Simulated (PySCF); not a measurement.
Ga(GeH3)(H)2 (GaGeH₅), SMILES [GaH2][GeH3].

Coordinates come from a ωB97X-D3(BJ)/def2-TZVP optimisation.

These are PySCF with M06-2X/def2-TZVPD values and carry that method's errors.

Gas-phase values at a fixed geometry.

Computed frontier levels, gap, dipole moment and polarisability:
```json
{
  "highest_occupied_level": "-8.53 eV",
  "lowest_empty_level": "-1.54 eV",
  "orbital_gap": "6.99 eV",
  "dipole_moment": "0.26 D",
  "quadrupole, principal values (traceless, Buckingham form, about the centre of nuclear charge)": "-3.86, -2.12, 5.98 D·Å",
  "mean_static_polarisability": "67.7 bohr³ (10.03 Å³)",
  "polarisability_principal_values": "54.2, 64.0, 84.8 bohr³"
}
```
